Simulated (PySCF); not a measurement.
# A search over the determinants of TlH⁺

Unrestricted PBE0; basis Tl def2-SVPD with ECP60, H def2-SVPD; scalar-relativistic core potentials; PySCF 2.14. Outer shells of the fragments: Tl+ 5d10 6s2; H 1s1.

Followed along the bond (rough minima from three points):

```tsv
2Ms+1	unpaired	⟨S²⟩ at the start	R at minimum (Å)	Te (eV)
2	σ ↑	0.76	2.68	0.00
4	σ ↑↑, π ↑	3.75	none in the scan	≤ 7.05
```

Solutions found at the starting distance of 1.850 Å, counted from the lowest of them; the search is not exhaustive and high or unbound solutions are not listed, so other states can lie among these:

```
2Ms+1   unpaired  term  E (eV)  ⟨S²⟩  ⟨Lz²⟩  μ (D)
    2        σ ↑   ²Σ⁺    0.00  0.76   0.00   0.67
    2        π ↑    ²Π    4.80  0.79   1.00   1.06
    4  σ ↑↑, π ↑    ⁴Π    7.62  3.75   1.01   1.59
```

A term symbol is given only where ⟨S²⟩ and ⟨Lz²⟩ are close to those of a pure state; the other rows mix spins, or terms through real π, δ and φ orbitals. A positive dipole points towards H; it is taken about the centre of mass and depends on that origin.

Spin–orbit coupling is left out. Counting both spins, an empty level lies below a filled one in some of these solutions, because spin and occupation are held.
